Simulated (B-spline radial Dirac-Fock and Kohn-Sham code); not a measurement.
Compton profile of Dy⁵⁰⁺

System: dysprosium as Dy⁵⁰⁺, configuration 1s2 2s2 2p6 3s2 3p4.

These are calculated numbers from a radial atomic solver; the model is the impulse approximation on relativistic Hartree-Fock (Dirac-Fock) wave functions, averaged over the configuration. pz is in atomic units of momentum; subshell profiles are per electron, for a selection of subshells; open shells are spread over both j values by their weights.

```csv
pz,J total,J 1s1/2,J 3s1/2,J 3p3/2
0,0.5968,0.0117,0.0818,0.0506
0.5,0.5952,0.0117,0.0811,0.0506
0.6,0.5946,0.0117,0.0808,0.0506
0.8,0.5929,0.0117,0.0800,0.0506
1,0.5907,0.0117,0.0791,0.0506
1.2,0.5881,0.0117,0.0779,0.0506
1.4,0.5850,0.0117,0.0766,0.0506
1.6,0.5815,0.0117,0.0750,0.0506
1.8,0.5775,0.0117,0.0734,0.0505
2,0.5731,0.0117,0.0715,0.0504
2.5,0.5603,0.0117,0.0664,0.0501
3,0.5452,0.0117,0.0606,0.0496
4,0.5092,0.0116,0.0482,0.0477
5,0.4678,0.0116,0.0361,0.0444
7,0.3802,0.0114,0.0180,0.0343
10,0.2695,0.0110,0.00818,0.0171
15,0.1673,0.0102,0.00709,0.00380
20,0.1142,0.00926,0.00384,0.00258
30,0.05320,0.00708,0.000449,0.00170
40,0.02618,0.00509,0.000258,0.000642
60,0.008290,0.00240,0.000166,8.34e-05
100,0.001478,0.000542,3.08e-05,3.47e-06
```

J(0) = 0.5968. The 3s1/2 subshell gives the largest part, 27 %.

Mean momentum ⟨p⟩ by subshell (a.u.): 1s1/2 65.4, 2s1/2 23.7, 2p1/2 31.3, 2p3/2 28.6, 3s1/2 13.3, 3p1/2 15.7, 3p3/2 15.0.
